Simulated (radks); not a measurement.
The ytterbium ion Yb+, 69 electrons, occupied as [Xe] 4f14 6s1. Calculated with a radial shooting solver on a logarithmic mesh with Libxc functionals: scalar-relativistic Kohn-Sham, Slater X-alpha with alpha = 0.61, spin-unpolarised, spherical densities, point nucleus.

Normalised radial functions P(r) = r R(r), r in bohr:

r	4s	4p	4d
0.001551	0.1854	0.0076	0.0000
0.002467	0.2564	0.0166	0.0002
0.003924	0.3378	0.0359	0.0006
0.006192	0.4082	0.0756	0.0019
0.009847	0.4219	0.1550	0.0067
0.01566	0.2950	0.2959	0.0225
0.02471	-0.0399	0.4913	0.0690
0.0393	-0.5078	0.6430	0.1937
0.0625	-0.6401	0.4593	0.4533
0.0994	0.1080	-0.2897	0.7846
0.1568	0.9835	-0.9357	0.7608
0.2494	0.0934	-0.1127	-0.1501
0.3967	-1.5788	1.4359	-1.3169
0.6259	-1.2232	1.2993	-1.3008
0.9954	-0.2487	0.3472	-0.5016
1.583	-0.0110	0.0242	-0.0707
2.518	-0.0001	0.0003	-0.0026
3.973	0.0000	0.0000	0.0000
6.318	0.0000	0.0000	0.0000
10.05	0.0000	0.0000	0.0000

4s: eigenvalue -462.01 eV, 3 radial nodes at r = 0.0237, 0.0950, 0.255 bohr, <r> = 0.489 bohr, 90 % of the charge inside 0.703 bohr. 4p: eigenvalue -340.71 eV, 2 radial nodes at r = 0.0856, 0.257 bohr, <r> = 0.519 bohr, 90 % of the charge inside 0.756 bohr. 4d: eigenvalue -181.20 eV, 1 radial node at r = 0.236 bohr, <r> = 0.561 bohr, 90 % of the charge inside 0.845 bohr.
